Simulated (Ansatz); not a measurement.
Ansatz (a first-principles code) input file for FGeH2N, SMILES [NH2][Ge][F] (connectivity only; charge and spin as stated), neutral, multiplicity 1, PBE0-D3(BJ)/def2-TZVP. 

Ansatz 0.2 input:
```yaml
crystal:
  periodic: [false, false, false]
  atoms:
    - {symbol: Ge, position_ang: [0.46568564, -0.04817544, 0.00000000]}
    - {symbol: F, position_ang: [-0.89219443, -1.27425967, -0.00000000]}
    - {symbol: N, position_ang: [-0.67973571, 1.34840545, -0.00000000]}
    - {symbol: H, position_ang: [-1.68439479, 1.24634427, 0.00000000]}
    - {symbol: H, position_ang: [-0.42964602, 2.32476871, 0.00000000]}
basis:
  gaussian:
    orbitals: def2-TZVP
hamiltonian:
  xc: pbe0
  dispersion: d3bj
relax: {f_tol: 0.002, max_steps: 200}
```

Output:

```
WARN ansatz: RAYON_NUM_THREADS=1 ignored (pool sized by the plan → 1); use --threads N
Functional definition: PBE0
integrals: 0.04 GiB planned
800 factors; their error is unknown
mean field: 0.40 GiB planned
mean field evaluation 1: about -60740.4882 eV, gradient 7.1e1 eV
mean field evaluation 2: about -60709.2766 eV, gradient 1.3e2 eV
mean field evaluation 4: about -60749.1267 eV, gradient 1.1e1 eV
mean field evaluation 8: about -60749.3130 eV, gradient 1.4e-1 eV
mean field evaluation 16: about -60749.5981 eV, gradient 4.6e-5 eV
mean field -60749.59805506 eV, -2232.5065509668 hartree, gradient 4.6e-5 eV, S^2 0.000000; 0 other end points of the search recorded, 0 dependent functions left out
the calculation of the forces begins
reference -60749.59807479 eV, -2232.5065516919 hartree; 25, 25 occupied and 97, 97 virtual orbitals, 800 factors
relax step   1: F+E_penalty+E_count = -60749.65937407 eV  Δ(F+E_penalty+E_count) = +0.000e0 eV  max|allowed force component| = 9.679e-1 eV/Å  Δτ_max = 0.0000 Å  (28 SCF iters, accepted)
these checks for a lower state are left out or cut short: starts, cluster_reference, orbital_swaps, neighbouring_geometries, increment
integrals: 0.04 GiB planned
800 factors; their error is unknown
mean field: 0.40 GiB planned
mean field -60749.63154503 eV, -2232.5077817008 hartree, gradient 1.1e-5 eV, S^2 0.000000; 0 other end points of the search recorded, 0 dependent functions left out
the calculation of the forces begins
reference -60749.63156471 eV, -2232.5077824240 hartree; 25, 25 occupied and 97, 97 virtual orbitals, 800 factors
relax step   2: F+E_penalty+E_count = -60749.69283462 eV  Δ(F+E_penalty+E_count) = -3.346e-2 eV  max|allowed force component| = 4.867e-1 eV/Å  Δτ_max = 0.0225 Å  (32 SCF iters, accepted)
these checks for a lower state are left out or cut short: starts, cluster_reference, orbital_swaps, neighbouring_geometries, increment
integrals: 0.04 GiB planned
800 factors; their error is unknown
mean field: 0.40 GiB planned
mean field evaluation 32: about -60749.6428 eV, gradient 1.1e-5 eV
mean field -60749.64279212 eV, -2232.5081950237 hartree, gradient 1.1e-5 eV, S^2 0.000000; 0 other end points of the search recorded, 0 dependent functions left out
the calculation of the forces begins
reference -60749.64281174 eV, -2232.5081957445 hartree; 25, 25 occupied and 97, 97 virtual orbitals, 800 factors
relax step   3: F+E_penalty+E_count = -60749.70421851 eV  Δ(F+E_penalty+E_count) = -1.138e-2 eV  max|allowed force component| = 1.949e-1 eV/Å  Δτ_max = 0.0357 Å  (32 SCF iters, accepted)
these checks for a lower state are left out or cut short: starts, cluster_reference, orbital_swaps, neighbouring_geometries, increment
integrals: 0.04 GiB planned
800 factors; their error is unknown
mean field: 0.40 GiB planned
mean field -60749.64160676 eV, -2232.5081514622 hartree, gradient 1.2e-5 eV, S^2 0.000000; 0 other end points of the search recorded, 0 dependent functions left out
the calculation of the forces begins
reference -60749.64162635 eV, -2232.5081521824 hartree; 25, 25 occupied and 97, 97 virtual orbitals, 800 factors
relax step   4: F+E_penalty+E_count = -60749.70299932 eV  Δ(F+E_penalty+E_count) = +1.219e-3 eV  max|allowed force component| = 4.632e-1 eV/Å  Δτ_max = 0.0111 Å  (32 SCF iters, rejected (line search))
these checks for a lower state are left out or cut short: starts, cluster_reference, orbital_swaps, neighbouring_geometries, increment
integrals: 0.04 GiB planned
800 factors; their error is unknown
mean field: 0.40 GiB planned
mean field -60749.64396556 eV, -2232.5082381467 hartree, gradient 1.2e-5 eV, S^2 0.000000; 0 other end points of the search recorded, 0 dependent functions left out
the calculation of the forces begins
reference -60749.64398518 eV, -2232.5082388676 hartree; 25, 25 occupied and 97, 97 virtual orbitals, 800 factors
relax step   5: F+E_penalty+E_count = -60749.70537450 eV  Δ(F+E_penalty+E_count) = -1.156e-3 eV  max|allowed force component| = 8.240e-2 eV/Å  Δτ_max = 0.0054 Å  (33 SCF iters, accepted)
these checks for a lower state are left out or cut short: starts, cluster_reference, orbital_swaps, neighbouring_geometries, increment
integrals: 0.04 GiB planned
800 factors; their error is unknown
mean field: 0.40 GiB planned
mean field -60749.64459767 eV, -2232.5082613762 hartree, gradient 1.1e-5 eV, S^2 0.000000; 0 other end points of the search recorded, 0 dependent functions left out
the calculation of the forces begins
reference -60749.64461733 eV, -2232.5082620987 hartree; 25, 25 occupied and 97, 97 virtual orbitals, 800 factors
relax step   6: F+E_penalty+E_count = -60749.70593372 eV  Δ(F+E_penalty+E_count) = -5.592e-4 eV  max|allowed force component| = 1.794e-2 eV/Å  Δτ_max = 0.0214 Å  (31 SCF iters, accepted)
these checks for a lower state are left out or cut short: starts, cluster_reference, orbital_swaps, neighbouring_geometries, increment
integrals: 0.04 GiB planned
800 factors; their error is unknown
mean field: 0.40 GiB planned
mean field evaluation 64: about -60749.6447 eV, gradient 1.2e-5 eV
mean field -60749.64466389 eV, -2232.5082638099 hartree, gradient 1.2e-5 eV, S^2 0.000000; 0 other end points of the search recorded, 0 dependent functions left out
the calculation of the forces begins
reference -60749.64468354 eV, -2232.5082645319 hartree; 25, 25 occupied and 97, 97 virtual orbitals, 800 factors
relax step   7: F+E_penalty+E_count = -60749.70600697 eV  Δ(F+E_penalty+E_count) = -7.325e-5 eV  max|allowed force component| = 7.396e-3 eV/Å  Δτ_max = 0.0056 Å  (33 SCF iters, accepted)
these checks for a lower state are left out or cut short: starts, cluster_reference, orbital_swaps, neighbouring_geometries, increment
integrals: 0.04 GiB planned
800 factors; their error is unknown
mean field: 0.40 GiB planned
mean field -60749.64466362 eV, -2232.5082638000 hartree, gradient 1.2e-5 eV, S^2 0.000000; 0 other end points of the search recorded, 0 dependent functions left out
the calculation of the forces begins
reference -60749.64468327 eV, -2232.5082645220 hartree; 25, 25 occupied and 97, 97 virtual orbitals, 800 factors
relax step   8: F+E_penalty+E_count = -60749.70600928 eV  Δ(F+E_penalty+E_count) = -2.305e-6 eV  max|allowed force component| = 9.248e-4 eV/Å  Δτ_max = 0.0008 Å  (33 SCF iters, accepted)
integrals: 0.04 GiB planned
800 factors; their error is unknown
mean field: 0.40 GiB planned
mean field evaluation 96: about -60749.6447 eV, gradient 6.3e-4 eV
mean field -60749.64466362 eV, -2232.5082638000 hartree, gradient 1.2e-5 eV, S^2 0.000000; 1 other end points of the search recorded, 0 dependent functions left out
the calculation of the forces begins
reference -60749.64468327 eV, -2232.5082645220 hartree; 25, 25 occupied and 97, 97 virtual orbitals, 800 factors
Total energy: -60749.70602892 eV, -2232.5105189332 hartree
Atom 0 at     0.433426    -0.058114    -0.000000 Å, force     0.000887    -0.000925    -0.000000 eV/Å
Atom 1 at    -0.855539    -1.268734     0.000000 Å, force    -0.000130     0.000037    -0.000000 eV/Å
Atom 2 at    -0.698167     1.355760    -0.000000 Å, force    -0.000309     0.000628     0.000000 eV/Å
Atom 3 at    -1.702291     1.250688    -0.000000 Å, force    -0.000426    -0.000064    -0.000000 eV/Å
Atom 4 at    -0.397715     2.317482     0.000000 Å, force    -0.000023     0.000324    -0.000000 eV/Å
Dipole moment:     0.105486     0.528253     0.000000 e Å
```

Self-consistency was reached.
